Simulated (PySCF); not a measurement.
Predicted microwave data (PySCF 2.14.0, PBE0-D3(BJ)/def2-SVP geometry optimisation, gas phase) for one isomer of C3Si:

- Rotational constants: A = 12405, B = 11209, C = 5888 MHz
- Dipole components: |μa| = 2.07 D, |μb| = 0.00 D, |μc| = 0.00 D
- Inertial defect: 0.00 u·Å²
- κ: 0.63

**Question.** Which structure is it? (One computed conformer of each.)
A. `[C]1[C]2[C][Si]12` [singlet]
B. `[C]12[C]([C]1)[Si]2` [singlet]

**Answer.** A. It is [C]1[C]2[C][Si]12, an asymmetric top, point group C2v. The candidates at the same level (rigid rotor, commonest isotopes):

```tsv
SMILES	A (MHz)	B (MHz)	C (MHz)	μa (D)	μb (D)	μc (D)	Δ (u·Å²)	point group	rotor
[C]1[C]2[Si][C]12	39718	6164	5336	4.05	0.00	0.00	0.00	C2v	near-prolate asymmetric top
[C]1[C]2[C][Si]12	12405	11209	5888	2.07	0.00	0.00	0.00	C2v	asymmetric top
```

`[C]1[C]2[Si][C]12` has A 220 % too high. In the right answer the symmetry axis of this C2v structure is a, so μb and μc vanish by symmetry. No structure here is proved a minimum.
